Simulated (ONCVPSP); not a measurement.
An all-electron radial function and its pseudo partner (bromine)

Columns: radius, all-electron u(r) and pseudo u(r) of the 3p shell (level -178.94 eV) of bromine in the configuration [Ne] 3s2 3p6 3d10 4s2 4p4.5; PW91, scalar-relativistic, ONCV scheme, ONCVPSP 4.0.1.

| r (bohr) | all-electron | pseudo |
| --- | --- | --- |
| 0.047 | -0.4739 | 0.0400 |
| 0.095 | -0.7763 | 0.1567 |
| 0.142 | -0.6088 | 0.3305 |
| 0.190 | -0.1759 | 0.5461 |
| 0.237 | 0.3066 | 0.7693 |
| 0.285 | 0.7430 | 0.9848 |
| 0.332 | 1.0669 | 1.1632 |
| 0.380 | 1.2866 | 1.2990 |
| 0.427 | 1.4043 | 1.3805 |
| 0.475 | 1.4449 | 1.4121 |
| 0.522 | 1.4268 | 1.3981 |
| 0.570 | 1.3675 | 1.3471 |
| 0.617 | 1.2838 | 1.2709 |
| 0.665 | 1.1836 | 1.1764 |
| 0.712 | 1.0791 | 1.0754 |
| 0.760 | 0.9715 | 0.9698 |
| 0.807 | 0.8693 | 0.8685 |
| 0.855 | 0.7704 | 0.7700 |
| 0.902 | 0.6805 | 0.6802 |
| 0.950 | 0.5965 | 0.5963 |
| 0.997 | 0.5222 | 0.5220 |
| 1.045 | 0.4542 | 0.4540 |
| 1.092 | 0.3950 | 0.3948 |
| 1.140 | 0.3416 | 0.3415 |
| 1.187 | 0.2956 | 0.2955 |
| 1.235 | 0.2545 | 0.2544 |

Question: How many radial nodes do the two functions have?

Answer: The all-electron 3p function has n − l − 1 = 1; the pseudo-wave has 0, since the states of the same l below it are removed with the core.

Question: At about which radius was the pseudo-wave matched?

Answer: 0.95 bohr. The columns agree to 0.0005 from 0.85 bohr on; several derivatives are matched, so the curves merge somewhat inside the radius.

Question: Is the pseudo-wave norm-conserving?

Answer: Yes: the ONCV scheme keeps the norm inside the radius equal to the all-electron one, which fixes the energy derivative of the logarithmic derivative at the level.
